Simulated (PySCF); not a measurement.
Estimate the missing entries of this data sheet.

Compound: C₈H₈.
SMILES: `C#CC=C=C=CCC`

Conformer (atom-mapped SMILES and torsion angles): `[CH:1]#[C:2][CH:3]=[C:4]=[C:5]=[CH:6][CH2:7][CH3:8]`: C5–C6–C7–C8 122°.

```json
{"property": "point group of the GFN2-xTB geometry", "level": "GFN2-xTB", "value": "C1"}
{"property": "rotational constants A, B, C of the GFN2-xTB geometry", "level": "GFN2-xTB", "value": "?"}
{"property": "dipole moment", "level": "CAM-B3LYP/def2-SVPD", "value": "1.55 D"}
{"property": "HOMO energy", "level": "CAM-B3LYP/def2-SVPD", "value": "-7.58 eV"}
{"property": "LUMO energy", "level": "CAM-B3LYP/def2-SVPD", "value": "?"}
{"property": "lowest singlet excitation", "level": "TDDFT CAM-B3LYP/def2-SVPD", "value": "?"}
{"property": "strongest line among the 8 lowest singlet transitions", "level": "TDDFT CAM-B3LYP/def2-SVPD", "value": "?"}
{"property": "lowest triplet excitation (Tamm–Dancoff)", "level": "TDA CAM-B3LYP/def2-SVPD", "value": "?"}
{"property": "static isotropic polarisability", "level": "CAM-B3LYP/def2-SVPD", "value": "?"}
{"property": "electronic spatial extent ⟨r²⟩ about the centre of nuclear charge", "level": "CAM-B3LYP/def2-SVPD", "value": "?"}
```

The electronic properties come from PySCF, for the isolated species, density fitting.

(1) Give the lowest triplet excitation (Tamm–Dancoff).

(2) Give the rotational constants A, B, C of the GFN2-xTB geometry.

(3) Give the LUMO energy.

(4) Give the static isotropic polarisability.

(5) Give the electronic spatial extent ⟨r²⟩ about the centre of nuclear charge.

(6) What is the strongest line among the 8 lowest singlet transitions?

(7) The lowest singlet excitation?

Answers

(1) 2.27 eV.

(2) 5.560, 0.730, 0.669 GHz.

(3) -0.95 eV.

(4) 117.1 au.

(5) 1668 bohr².

(6) S2 at 4.53 eV (274 nm, f = 0.787).

(7) 4.10 eV (302 nm, f = 0.000).

With B = h/(8π²I), that is 505.379 GHz u Å² over I, the principal moments of inertia are 90.9, 691.9 and 755.4 u Å² (most abundant isotopes); the inertial defect Ic − Ia − Ib is -27.4 u Å² (zero for a rigid planar frame, negative otherwise). The vertical singlet–triplet gap S1 − T1 is 1.83 eV (TDDFT singlet less Tamm–Dancoff triplet; S1: HOMO−1→LUMO, weight 0.97; T1: HOMO→LUMO, weight 0.94). The rotational constants make it an asymmetric top with κ = (2B − A − C)/(A − C) = -0.97, nearer the prolate limit (−1).

One conformer stands for the species.
